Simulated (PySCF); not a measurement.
CsI, charge +1, doublet, geometry from GFN2-xTB (such geometries of metal compounds can be far from the true shape) (a state made from the parent by changing its charge; the spin is typed, not shown lowest) (all electrons, no relativity); PBE/3-21G (PySCF).

Here is a job for PySCF.
```python
from pyscf import gto, scf, dft

mol = gto.Mole()
mol.atom = '''
    Cs   -0.000000   -0.000000   -1.828801
    I     0.000000    0.000000    1.897812
'''
mol.basis = '3-21g'
mol.charge = 1
mol.spin = 1
mol.verbose = 4
mol.build()

mf = dft.UKS(mol)
mf.xc = 'pbe'
mf.level_shift = 0.1
mf.max_cycle = 100
mf.kernel()
mf.analyze()
```

### Question
Write the output that PySCF gives for this input, abridged.

### Answer

```
PySCF version 2.14.0

[INPUT] verbose = 4
[INPUT] num. atoms = 2
[INPUT] num. electrons = 107
[INPUT] charge = 1
[INPUT] spin (= nelec alpha-beta = 2S) = 1
[INPUT] symmetry False subgroup None
[INPUT] Mole.unit = angstrom
[INPUT] Symbol           X                Y                Z      unit          X                Y                Z       unit  Magmom
[INPUT]  1 Cs     0.000000000000   0.000000000000  -1.828801000000 AA    0.000000000000   0.000000000000  -3.455933026331 Bohr   0.0
[INPUT]  2 I      0.000000000000   0.000000000000   1.897812000000 AA    0.000000000000   0.000000000000   3.586344915913 Bohr   0.0

nuclear repulsion = 413.928564579096
number of shells = 28
number of NR pGTOs = 165
number of NR cGTOs = 66
basis = 3-21g
ecp = {}

******** <class 'pyscf.dft.uks.UKS'> ********
method = UKS
initial guess = minao
damping factor = 0
level_shift factor = 0.1
DIIS = <class 'pyscf.scf.diis.CDIIS'>
diis_start_cycle = 1
diis_space = 8
diis_damp = 0
SCF conv_tol = 1e-09
SCF conv_tol_grad = None
SCF max_cycles = 100
direct_scf = True
direct_scf_tol = 1e-13
number electrons alpha = 54  beta = 53
XC library pyscf.dft.libxc version 7.1.2
    S. Lehtola, C. Steigemann, M. J. T. Oliveira, and M. A. L. Marques,  SoftwareX 7, 1–5 (2018)
XC functionals = pbe
    J. P. Perdew, K. Burke, and M. Ernzerhof,  Phys. Rev. Lett. 77, 3865 (1996)
    J. P. Perdew, K. Burke, and M. Ernzerhof,  Phys. Rev. Lett. 78, 1396 (1997)
    J. P. Perdew, K. Burke, and M. Ernzerhof,  Phys. Rev. Lett. 77, 3865 (1996)
    J. P. Perdew, K. Burke, and M. Ernzerhof,  Phys. Rev. Lett. 78, 1396 (1997)
radial grids:
    Treutler-Ahlrichs [JCP 102, 346 (1995); DOI:10.1063/1.469408] (M4) radial grids

becke partition: Becke, JCP 88, 2547 (1988); DOI:10.1063/1.454033
pruning grids: <function nwchem_prune>
grids dens level: 3
symmetrized grids: False
atomic radii adjust function: <function treutler_atomic_radii_adjust>
small_rho_cutoff = 0
Set gradient conv threshold to 3.16228e-05
tot grids = 45672
init E= -14383.7265865652

cycle= 1 E= -14421.4137489324  delta_E= -37.7  |g|= 0.111  |ddm|= 1.29
cycle= 2 E= -14421.4166848067  delta_E= -0.00294  |g|= 0.021  |ddm|= 0.251
cycle= 3 E= -14421.4169528446  delta_E= -0.000268  |g|= 0.00298  |ddm|= 0.0597
cycle= 4 E= -14421.4169597328  delta_E= -6.89e-06  |g|= 0.00028  |ddm|= 0.00821
cycle= 5 E= -14421.4169598758  delta_E= -1.43e-07  |g|= 7.73e-05  |ddm|= 0.00102
cycle= 6 E= -14421.4169598875  delta_E= -1.17e-08  |g|= 1.57e-05  |ddm|= 0.000297
cycle= 7 E= -14421.4169598884  delta_E= -9.08e-10  |g|= 4.67e-06  |ddm|= 7.26e-05
Extra cycle  E= -14421.4164818919  delta_E= 0.000478  |g|= 0.0218  |ddm|= 1.39
SCF not converged.
SCF energy = -14421.4164818919 after 100 cycles  <S^2> = 0.75032288  2S+1 = 2.0003229
**** SCF Summaries ****
Total Energy =                      -14421.416481891921649
Nuclear Repulsion Energy =             413.928564579096360
One-electron Energy =               -20619.911510200323391
Two-electron Energy =                 5784.566463729305724
Two-electron Coulomb Energy =         6146.311913467366139
DFT Exchange-Correlation Energy =     -361.745449738060756
**** MO energy ****
                             alpha | beta                alpha | beta
MO #1   energy= -1250.99999919504  | -1250.99999925081  occ= 1 | 1
MO #2   energy= -1156.01713702021  | -1156.0161122671   occ= 1 | 1
MO #3   energy= -191.781259347159  | -191.781259426983  occ= 1 | 1
MO #4   energy= -180.738926228434  | -180.738927542418  occ= 1 | 1
MO #5   energy= -180.738896516744  | -180.738895156411  occ= 1 | 1
MO #6   energy= -180.73888459213   | -180.738884724493  occ= 1 | 1
MO #7   energy= -174.537521083075  | -174.536845360662  occ= 1 | 1
MO #8   energy= -163.421163179633  | -163.419108891284  occ= 1 | 1
MO #9   energy= -163.417799905508  | -163.417291178446  occ= 1 | 1
MO #10  energy= -163.417499206576  | -163.416992806781  occ= 1 | 1
MO #11  energy= -39.971224884684   | -39.9712249789787  occ= 1 | 1
MO #12  energy= -35.351853886332   | -35.3508834998322  occ= 1 | 1
MO #13  energy= -35.2686009288016  | -35.2685995954375  occ= 1 | 1
MO #14  energy= -35.2685639223188  | -35.2685641339135  occ= 1 | 1
MO #15  energy= -35.2684067375332  | -35.2684080826036  occ= 1 | 1
MO #16  energy= -30.5808118580908  | -30.5784097508659  occ= 1 | 1
MO #17  energy= -30.5725665655685  | -30.5718770825074  occ= 1 | 1
MO #18  energy= -30.57191997563    | -30.5712316773435  occ= 1 | 1
MO #19  energy= -26.4205312009648  | -26.4205303245739  occ= 1 | 1
MO #20  energy= -26.4205301782513  | -26.4205293809779  occ= 1 | 1
MO #21  energy= -26.4204018014361  | -26.4204017658663  occ= 1 | 1
MO #22  energy= -26.4203781509477  | -26.4203791691957  occ= 1 | 1
MO #23  energy= -26.4203499120855  | -26.4203509198465  occ= 1 | 1
MO #24  energy= -22.6209117162189  | -22.6190081815791  occ= 1 | 1
MO #25  energy= -22.6192220451306  | -22.6176901594125  occ= 1 | 1
MO #26  energy= -22.6188206534148  | -22.6172896555161  occ= 1 | 1
MO #27  energy= -22.6134078134902  | -22.612990125691   occ= 1 | 1
MO #28  energy= -22.613392003215   | -22.6129762267617  occ= 1 | 1
MO #29  energy= -7.64887455593255  | -7.64887474657777  occ= 1 | 1
MO #30  energy= -6.30242109322855  | -6.29984375222474  occ= 1 | 1
MO #31  energy= -5.95417153958677  | -5.95416865598165  occ= 1 | 1
MO #32  energy= -5.95405237666165  | -5.9540528772548   occ= 1 | 1
MO #33  energy= -5.95361201013212  | -5.95361507693867  occ= 1 | 1
MO #34  energy= -4.6570577619451   | -4.65198415439811  occ= 1 | 1
MO #35  energy= -4.63611056234654  | -4.63471660663489  occ= 1 | 1
MO #36  energy= -4.63406198591554  | -4.63267253493161  occ= 1 | 1
MO #37  energy= -3.01737045894815  | -3.01736777648974  occ= 1 | 1
MO #38  energy= -3.01736421053311  | -3.01736186470568  occ= 1 | 1
MO #39  energy= -3.01703127009476  | -3.01703146749017  occ= 1 | 1
MO #40  energy= -3.01692836778687  | -3.01693166739803  occ= 1 | 1
MO #41  energy= -3.01686472946958  | -3.01686799564173  occ= 1 | 1
MO #42  energy= -2.11529711237425  | -2.10876324819808  occ= 1 | 1
MO #43  energy= -2.11013684405161  | -2.10522166866252  occ= 1 | 1
MO #44  energy= -2.10834403333844  | -2.10343970050817  occ= 1 | 1
MO #45  energy= -2.09146669526649  | -2.0902840310047   occ= 1 | 1
MO #46  energy= -2.09146245486648  | -2.09027472300433  occ= 1 | 1
MO #47  energy= -1.08826122610568  | -1.08826414445101  occ= 1 | 1
MO #48  energy= -0.746761543393499 | -0.72262954850208  occ= 1 | 1
MO #49  energy= -0.67907295303986  | -0.679059268419758 occ= 1 | 1
MO #50  energy= -0.678528045432655 | -0.678536898009348 occ= 1 | 1
MO #51  energy= -0.677644272458155 | -0.676688017551041 occ= 1 | 1
MO #52  energy= -0.429694863210822 | -0.382837193412432 occ= 1 | 1
MO #53  energy= -0.395496987794894 | -0.377330948232445 occ= 1 | 1
MO #54  energy= -0.386558035396416 | -0.373797803315496 occ= 1 | 0
MO #55  energy= -0.180237665260938 | -0.179571846211752 occ= 0 | 0
MO #56  energy= -0.00301455113013649 | -0.00254046824972343 occ= 0 | 0
MO #57  energy= -0.00116356950548346 | -0.00112801854566413 occ= 0 | 0
MO #58  energy= 0.0106635220700499 | 0.0124341529307355 occ= 0 | 0
MO #59  energy= 0.0420186363979898 | 0.0431349689312492 occ= 0 | 0
MO #60  energy= 0.202557309221875  | 0.216060174782781  occ= 0 | 0
MO #61  energy= 0.208582993145265  | 0.237303077036371  occ= 0 | 0
MO #62  energy= 0.236675640138106  | 0.243735106655146  occ= 0 | 0

To work with the spin densities directly, `use mulliken_meta_spin()` only printing them here.

 ** Mulliken spin pop alpha/beta on meta-lowdin orthogonal AOs **
 ** Mulliken Spin Density (per AO)  **
spin_pop of  0 Cs 1s       -0.00000
spin_pop of  0 Cs 2s       -0.00000
spin_pop of  0 Cs 3s       -0.00000
spin_pop of  0 Cs 4s       -0.00000
spin_pop of  0 Cs 5s       -0.00000
spin_pop of  0 Cs 6s       -0.00152
spin_pop of  0 Cs 7s       -0.00011
spin_pop of  0 Cs 2px       0.00000
spin_pop of  0 Cs 2py       0.00000
spin_pop of  0 Cs 2pz      -0.00000
spin_pop of  0 Cs 3px       0.00000
spin_pop of  0 Cs 3py       0.00000
spin_pop of  0 Cs 3pz      -0.00000
spin_pop of  0 Cs 4px       0.00000
spin_pop of  0 Cs 4py       0.00000
spin_pop of  0 Cs 4pz      -0.00000
spin_pop of  0 Cs 5px       0.00001
spin_pop of  0 Cs 5py       0.00002
spin_pop of  0 Cs 5pz       0.00000
spin_pop of  0 Cs 6px      -0.00002
spin_pop of  0 Cs 6py       0.00006
spin_pop of  0 Cs 6pz      -0.00020
spin_pop of  0 Cs 7px      -0.00001
spin_pop of  0 Cs 7py       0.00003
spin_pop of  0 Cs 7pz      -0.00011
spin_pop of  0 Cs 3dxy     -0.00000
spin_pop of  0 Cs 3dyz      0.00000
spin_pop of  0 Cs 3dz^2    -0.00000
spin_pop of  0 Cs 3dxz      0.00000
spin_pop of  0 Cs 3dx2-y2   -0.00000
spin_pop of  0 Cs 4dxy     -0.00000
spin_pop of  0 Cs 4dyz      0.00000
spin_pop of  0 Cs 4dz^2    -0.00000
spin_pop of  0 Cs 4dxz      0.00000
spin_pop of  0 Cs 4dx2-y2   -0.00000
spin_pop of  1 I 1s       -0.00000
spin_pop of  1 I 2s       -0.00000
spin_pop of  1 I 3s       -0.00000
spin_pop of  1 I 4s       -0.00001
spin_pop of  1 I 5s        0.00011
spin_pop of  1 I 6s        0.00013
spin_pop of  1 I 2px       0.00000
spin_pop of  1 I 2py       0.00000
spin_pop of  1 I 2pz       0.00000
spin_pop of  1 I 3px       0.00002
spin_pop of  1 I 3py       0.00004
spin_pop of  1 I 3pz       0.00000
spin_pop of  1 I 4px       0.00010
spin_pop of  1 I 4py       0.00019
spin_pop of  1 I 4pz      -0.00000
spin_pop of  1 I 5px       0.35425
spin_pop of  1 I 5py       0.64507
spin_pop of  1 I 5pz       0.00176
spin_pop of  1 I 6px       0.00015
spin_pop of  1 I 6py       0.00009
spin_pop of  1 I 6pz      -0.00005
spin_pop of  1 I 3dxy     -0.00000
spin_pop of  1 I 3dyz      0.00000
spin_pop of  1 I 3dz^2    -0.00000
spin_pop of  1 I 3dxz      0.00000
spin_pop of  1 I 3dx2-y2   -0.00000
spin_pop of  1 I 4dxy     -0.00000
spin_pop of  1 I 4dyz      0.00000
spin_pop of  1 I 4dz^2    -0.00000
spin_pop of  1 I 4dxz      0.00000
spin_pop of  1 I 4dx2-y2   -0.00000
 ** Mulliken Spin Density (per atom)  **
spin density of  0 Cs =     -0.00186
spin density of  1 I =      1.00186
 ** Mulliken pop alpha/beta on meta-lowdin orthogonal AOs **
 ** Mulliken pop       alpha | beta **
In total            54.00000 | 53.00000
 ** Mulliken atomic charges   ( Nelec_alpha | Nelec_beta ) **
charge of  0Cs =      0.94660  (    27.02577     27.02763 )
charge of  1I =      0.05340  (    26.97423     25.97237 )

WARN: System has nonzero charge 1; the dipole moment is origin-dependent.
Location of origin: [0. 0. 0.]

Dipole moment(X, Y, Z, Debye):  0.00000, -0.00000, -8.12490
```

Convergence was not reached.
